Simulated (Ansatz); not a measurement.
Program: Ansatz. Geometries: PBE0-D4/def2-TZVP. ΔE: electronic, gas phase. CCSD(T)/CBS adds triple-zeta CCSD(T) − MP2 to the extrapolated MP2 energy (def2 sets, frozen cores). This one scheme is used for every species. def2 core potentials past Kr. For Te outer-core shells are correlated without core-valence functions, which leaves a few kJ/mol of doubt a bond. Each species was taken in one conformer, which may not be the lowest.

`[CH3][AlH][SH]` + H₂Te → `[CH3][AlH][TeH]` + H₂S  (ligand exchange at the Al–S bond)

| species | HF/def2-TZVPP energy (Eh) |
| --- | --- |
| `[CH3][AlH][SH]` | -680.31295 |
| H₂Te | -268.15349 |
| `[CH3][AlH][TeH]` | -549.75974 |
| H₂S | -398.70765 |

(1) Work out ΔE.

Largest T1 diagnostic among the species: 0.010.

Results:

(1) ΔE = (-549.75974) + (-398.70765) − (-680.31295) − (-268.15349) = -0.00095 Eh = -0.6 kcal/mol. CCSD(T)/CBS gives -1.5 kcal/mol.

Leaving LDA and LC-ωPBE aside and taking each functional with its dispersion term where it has one, the values, not all of them listed here, spread over 3.4 kcal/mol, from PBE-QIDH to B97M-V.
